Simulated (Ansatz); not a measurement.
## Ansatz (development build ahead of 0.2.0) run

```yaml
crystal:
  periodic: [false, false, false]
  atoms:
    - { symbol: C, position_ang: [0.9139, 0.0, 0.0] }
    - { symbol: C, position_ang: [0.232, 1.11849, 0.0] }
    - { symbol: C, position_ang: [-1.04245, 1.11325, 0.0] }
    - { symbol: C, position_ang: [-1.69108, 0.0, 0.0] }
    - { symbol: C, position_ang: [-1.04245, -1.11325, 0.0] }
    - { symbol: C, position_ang: [0.232, -1.11849, 0.0] }
    - { symbol: C, position_ang: [2.20937, 0.0, 0.0] }
    - { symbol: H, position_ang: [0.73242, 1.99109, 0.0] }
    - { symbol: H, position_ang: [-1.54439, 1.98463, 0.0] }
    - { symbol: H, position_ang: [-2.69611, 0.0, 0.0] }
    - { symbol: H, position_ang: [-1.54439, -1.98463, 0.0] }
    - { symbol: H, position_ang: [0.73242, -1.99109, 0.0] }
    - { symbol: H, position_ang: [2.72612, -0.86154, 0.0] }
    - { symbol: H, position_ang: [2.72612, 0.86154, 0.0] }
basis:
  gaussian: { orbitals: cc-pVDZ }
magnetization:
  spin_polarized: true
  initial_magnetization: 1
hamiltonian:
  xc: hf
correlation:
  method: mp2
  frozen_orbitals: { C: 1, H: 0 }
```

The input is written out in the form of the current development build from the run's settings.

The run gave:

```yaml
Converged: yes
Reference_energy: -269.01923 hartree
Correlation_energy: -0.84600 hartree
Total_energy: -269.86523 hartree
Spin_squared_of_the_determinant: 1.001
```

Caution: the unrestricted determinant is spin contaminated.
